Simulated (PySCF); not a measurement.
**SiOCl₂ at several levels of theory**

All levels use the PBE0 minimum (singlet; Si–Cl 2.006 Å (×2), Si–O 1.507 Å; Cl–Si–Cl 108.6°, Cl–Si–O 125.7° (×2)), basis [Si def2-TZVP, O def2-TZVP, Cl def2-TZVP], no relativity, density fitting, no spin–orbit coupling, PySCF. For vertical energies the ionised species is a doublet (spins chosen at PBE0 and kept) and the electron-attached one a doublet. Atomisation goes to high-spin ground-configuration atoms, without zero-point energy. Open shells are unrestricted, also as the reference of the correlated levels. A dash marks a value that was not computed or is not defined at that level.

```
  level  atomisation (kJ/mol)  vertical IP (eV)  vertical EA (eV)  −ε(HOMO) (eV)  gap (eV)  dipole (D)
   PBE0                  1389             11.05             -0.04           8.90      7.04        3.16
     HF                   911              9.44             -1.02          12.73     14.50        3.66
    MP2                  1449             11.59             -0.42              –         –           –
    PBE                  1450             10.86             -0.01           7.34      4.55        2.94
CCSD(T)                     ?                 –                 –              –         –           –
 r2SCAN                  1430             10.96             -0.04           7.66      5.18        3.05
  B3LYP                     ?                 ?                 ?              ?         ?           ?
  TPSSh                  1375                 –                 –           8.05      5.79        3.03
```

**Question.** Fill in the row of CCSD(T).

**Answer.** atomisation (kJ/mol) 1348.

**Question.** Fill in the row of B3LYP.

**Answer.** atomisation (kJ/mol) 1361, vertical IP (eV) 11.08, vertical EA (eV) 0.00, −ε(HOMO) (eV) 8.60, gap (eV) 6.48, dipole (D) 3.15.

For SiOCl₂ itself CCSD(T) correlates 24 electrons; T1 = 0.016, D1 = 0.053, (T) = -91 kJ/mol.

Without diffuse functions attachment energies tend to come out too low.
